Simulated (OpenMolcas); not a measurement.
Mo5+ in a point-charge field

Mo5+ among 4 point charges of -1.5 e arranged as a tetrahedron (Td), 2.12 Å from the ion.
```
   1.2240    1.2240    1.2240  -1.50
   1.2240   -1.2240   -1.2240  -1.50
  -1.2240    1.2240   -1.2240  -1.50
  -1.2240   -1.2240    1.2240  -1.50
```

```json
{"Program": "OpenMolcas", "Method": "SS-CASPT2, IPEA 0.25 Eh, imaginary shift 0.1 Eh (closed shells correlated: 4s 4p)", "Basis": "ANO-RCC-VDZP [6s5p3d1f]", "Scalar Hamiltonian": "DKH2, point nucleus", "Active space": "1 electron in 5 orbitals (4d)", "State averaging": "2S+1 = 2 even, 5 roots", "Spin-orbit coupling": "RASSI with atomic mean-field integrals over the reference wave functions"}
```

The lowest spin-free states (labels of Td), above the lowest:

```json
{"State": "2E", "Degeneracy": "2", "E (cm-1)": "0", "Free-ion L (%)": "D (100)"}
{"State": "2T2", "Degeneracy": "3", "E (cm-1)": "2080", "Free-ion L (%)": "D (100)"}
```

The lowest levels with spin-orbit coupling:

| E (cm-1) | Degeneracy | Label | 2S+1 | g |
| --- | --- | --- | --- | --- |
| 0 | 4 | Γ8 | 2 |  |
| 2950 | 4 | Γ8 | 2 |  |
| 3780 | 2 | Γ7 | 2 | 2.00 2.00 2.00 |

Powder χT (cm3 K/mol): 0.181 at 2 K, 0.182 at 10 K, 0.189 at 50 K, 0.198 at 100 K, 0.215 at 200 K, 0.232 at 300 K. The effective moment at 300 K is 2.828 √(χT) = 1.36 μB.

The lowest level has 2S+1 = 2, for which the spin-only value is χT = S(S+1) / 2 = 0.375 cm3 K/mol (g = 2). The computed 0.232 at 300 K differs by -0.143, through orbital momentum, spin-orbit coupling and any other state in reach.

The gap between the two states is 10Dq = -2082 cm-1 (negative for this site).

Roots that are degenerate in the reference are averaged as groups; the widest CASPT2 spread within a group is 120 cm-1 (the 3-fold group of multiplicity 2 near 2080 cm-1 above the lowest state of its run). Shifts and gaps below about the spread of the groups concerned are not significant. An orbital doublet at a regular site is open to a Jahn-Teller distortion, which this geometry leaves out. The ground term spreads over less than 5000 cm-1, several times less than with real ligands, so orbital moments are less quenched and χT lies further from the spin-only value than at real sites. Free-ion shares, where given, are those of the reference states; single-state CASPT2 does not remix them. This is an electrostatic model: the charges have no orbitals. No measured value stands beside these numbers.
